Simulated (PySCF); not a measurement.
CH10N2Si3.
SMILES with atom numbers: `[H]/[N:1]=[CH:2]\[SiH2:3][N:4]([SiH3:5])[SiH3:6]` (hydrogens: H7 on N1; H8 on C2; H9, H10 on Si3; H11, H12, H13 on Si5; H14, H15, H16 on Si6)

Level: CAM-B3LYP/def2-SVPD in PySCF, non-relativistic, on one gas-phase PBE0-D3(BJ)/def2-SVP geometry that isn't relaxed in the solvent. The solvent is an IEF-PCM continuum (Bondi radii, 1.10 Å for H, scaled by 1.2), and excitations are vertical TDDFT with non-equilibrium linear response and a frozen core. Only the electrostatic response of the medium enters.

Gas-phase singlets (H = HOMO, L = LUMO):

| state | E (eV) | λ (nm) | f | leading configurations |
| --- | --- | --- | --- | --- |
| S1 | 4.388 | 283 | 0.000 | H→L 86% |
| S2 | 6.193 | 200 | 0.002 | H→L+1 58%, H-1→L+1 19%, H-1→L 11% |
| S3 | 6.509 | 190 | 0.004 | H-1→L 76%, H→L+1 14% |
| S4 | 6.683 | 186 | 0.004 | H-1→L+1 73%, H→L+1 12% |
| S5 | 7.164 | 173 | 0.042 | H→L+3 60%, H→L+2 15% |

**Question.** Give the list for acetone (ε = 20.49), n² = 1.85.

**Answer.** 
```csv
state,E (eV),λ (nm),f,leading configurations,change by rank (eV)
S1,4.495,276,0.000,"H→L 75%, H-1→L 21%",+0.107
S2,6.241,199,0.002,"H→L+1 38%, H-1→L 34%, H→L 13%",+0.048
S3,6.400,194,0.002,"H-1→L 40%, H→L+1 35%, H-1→L+1 11%",-0.109
S4,6.901,180,0.008,"H-1→L+1 66%, H→L+1 16%",+0.218
S5,7.291,170,0.060,"H→L+3 68%, H-1→L+3 20%",+0.127
```

**Question.** How do the frontier levels move from gas to acetone?

**Answer.** 
```tsv
orbital	gas (eV)	solvent (eV)	change (eV)	Löwdin shares, gas	Löwdin shares, solvent
LUMO+2	1.02	1.23	+0.21	Si6 23 %, Si5 21 %, Si3 10 %, H12 6 %	Si6 23 %, Si5 22 %, Si3 8 %, H12 6 %
LUMO+1	0.50	0.75	+0.25	Si5 16 %, Si6 15 %, Si3 14 %, N4 7 %	Si5 16 %, Si6 16 %, Si3 13 %, N4 7 %
LUMO	0.12	0.16	+0.04	N1 33 %, C2 32 %, Si3 14 %, H8 5 %	N1 35 %, C2 34 %, Si3 13 %, H8 5 %
HOMO	-8.68	-8.69	-0.01	N1 42 %, C2 20 %, Si3 10 %, H7 7 %	N1 28 %, C2 18 %, N4 16 %, Si3 10 %
HOMO-1	-9.36	-9.22	+0.14	N4 44 %, N1 12 %, Si6 8 %, Si5 8 %	N4 35 %, N1 23 %, Si6 7 %, Si5 6 %
HOMO-2	-10.66	-10.56	+0.10	N1 29 %, C2 20 %, Si3 17 %, H10 11 %	Si3 21 %, N1 19 %, H10 14 %, C2 13 %
HOMO-3	-11.06	-10.84	+0.22	Si5 22 %, H12 19 %, Si6 17 %, H15 9 %	Si5 20 %, H12 18 %, Si6 17 %, H15 10 %
```

The HOMO–LUMO gap goes from 8.80 to 8.86 eV. Rows go by rank; for HOMO the atom shares or the degeneracy differ between the runs, so the row needn't follow one orbital.

Conformer computed: `[H]/[N:1]=[CH:2]\[SiH2:3][N:4]([SiH3:5])[SiH3:6]`: N1–C2–Si3–N4 -4°, C2–Si3–N4–Si5 -81°.
